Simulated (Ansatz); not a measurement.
H$_{4}$OSeSn (`[OH][SnH2][SeH]`). Total charge 0; spin multiplicity 1. Correlated methods include outer-core shells of Se, Sn, which these sets cover unevenly. Scalar relativity is left out up to krypton. Sn takes the def2 core potential.

| atom | x (Å) | y (Å) | z (Å) |
| --- | --- | --- | --- |
| O1 | 0.029 | -0.709 | 1.604 |
| Sn2 | 0.283 | -0.516 | -0.334 |
| Se3 | -0.173 | 1.882 | -0.981 |
| H4 | 0.401 | 0.025 | 2.099 |
| H5 | 1.912 | -0.818 | -0.741 |
| H6 | -0.850 | -1.604 | -0.981 |
| H7 | -1.601 | 1.740 | -0.666 |

(1) Give the diagnostics of a CCSD(T)/def2-TZVPP run (frozen core, Ansatz). (Estimate.)

Results:

(1) Computed: T1 = 0.0120, largest single amplitude 0.018, largest double 0.029, (T) share of the correlation energy 3.3 %, 9 CCSD cycles. The RHF solution is stable towards an unrestricted one. T1 lies under the customary mark of 0.02 for closed shells.
